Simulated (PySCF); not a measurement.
Electron correlation in Rb(9+) (rubidium, charge +9)

Starting occupation: [Ar] 3d10. All numbers are calculated (PySCF 2.14, X2C-1e with screened-nucleus spin-orbit coupling, Gaussian nucleus, in an uncontracted even-tempered set (18 s from 0.53 bohr⁻², ratio 2.8; 13 p from 0.69 bohr⁻², ratio 2.8; 9 d from 0.69 bohr⁻², ratio 2.8; 4 f from 5 bohr⁻², ratio 3)). Frozen: [Ne]; 18 electrons correlated; the 76 highest virtual spinors left out.

MP2 pair energies summed by pair of shells (mhartree):

| pair | energy | share (%) |
| --- | --- | --- |
| 3d3/2-3d5/2 | -187.17 | 27.1 |
| 3d5/2-3d5/2 | -131.37 | 19.0 |
| 3d5/2-3p3/2 | -71.88 | 10.4 |
| 3d3/2-3d3/2 | -56.44 | 8.2 |
| 3d3/2-3p3/2 | -49.50 | 7.2 |
| 3d5/2-3p1/2 | -37.52 | 5.4 |
| 3d5/2-3s1/2 | -32.07 | 4.6 |
| 3p1/2-3p3/2 | -24.27 | 3.5 |
| 3p3/2-3p3/2 | -23.70 | 3.4 |
| 3d3/2-3p1/2 | -23.52 | 3.4 |
| 3d3/2-3s1/2 | -21.44 | 3.1 |
| 3p3/2-3s1/2 | -15.21 | 2.2 |
| 3p1/2-3s1/2 | -7.72 | 1.1 |
| 3p1/2-3p1/2 | -5.88 | 0.8 |
| 3s1/2-3s1/2 | -4.08 | 0.6 |

Total MP2 correlation energy: -691.78 mhartree.
